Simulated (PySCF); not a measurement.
Cartesian coordinates (Å):
```xyz
4

Zn    -0.0915     0.0870     0.0650
F      0.7791     0.9283    -1.1857
O     -0.8736    -0.8636     1.3395
H     -1.7177    -0.4648     1.6197
```
Charge 0, multiplicity 1.

### Question
Predict the dipole moment, charge on the central atom (meta-Löwdin), HOMO, charge on the central atom (Mulliken), total energy, HOMO–LUMO gap and LUMO from PySCF with TPSSh-D3(BJ)/def2-TZVP // TPSS-D3(BJ)/def2-SVP.

### Answer

| Quantity | Value |
|---|---|
| dipole moment | 2.01 D |
| charge on the central atom (meta-Löwdin) | 1.35 e |
| HOMO | -7.84 eV |
| charge on the central atom (Mulliken) | 0.76 e |
| total energy | -1955.1748 Ha |
| HOMO–LUMO gap | 5.94 eV |
| LUMO | -1.89 eV |
